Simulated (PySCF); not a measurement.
These 3 structures share the formula C12H10. Level of theory: PBE0-D3(BJ)/def2-SVP geometry optimisation, gas phase in PySCF 2.14.0. Energies are electronic, without zero-point or thermal terms, for one conformer each. No frequencies were run at this level. Point groups hold within 0.08 Å.

Problem. Rank from lowest to highest electronic energy at this level (kcal/mol).
A. `[CH2:1]=[CH:2][c:3]1[cH:4][cH:5][c:6]2[cH:7][cH:8][cH:9][cH:10][c:11]2[cH:12]1` with C1–C2–C3–C4 5° (2-vinylnaphthalene)
B. acenaphthene (`c1cc2c3c(cccc3c1)CC2`)
C. `[CH2:1]=[CH:2][c:3]1[cH:4][cH:5][cH:6][c:7]2[cH:8][cH:9][cH:10][cH:11][c:12]12` with C1–C2–C3–C4 -36°

Solution. B (0.0), A (20.0), C (22.3).

As drawn, the highest has a C=C bond outside aromatic rings, which the lowest lacks. Neighbours under 2.5 kcal/mol apart (C=Cc1ccc2ccccc2c1 and C=Cc1cccc2ccccc12) can change places with a better method, another conformer or zero-point energy.

| SMILES | E (Eh) | E rel (kcal/mol) | dipole (D) | point group | A, B, C (MHz) |
| --- | --- | --- | --- | --- | --- |
| c1cc2c3c(cccc3c1)CC2 | -462.46561 | 0.0 | 0.94 | – | 1414, 1195, 653.0 |
| C=Cc1ccc2ccccc2c1 | -462.43368 | 20.0 | 0.19 | near Cs | 2794, 584.3, 483.4 |
| C=Cc1cccc2ccccc12 | -462.43010 | 22.3 | 0.08 | C1 | 1607, 849.5, 560.9 |
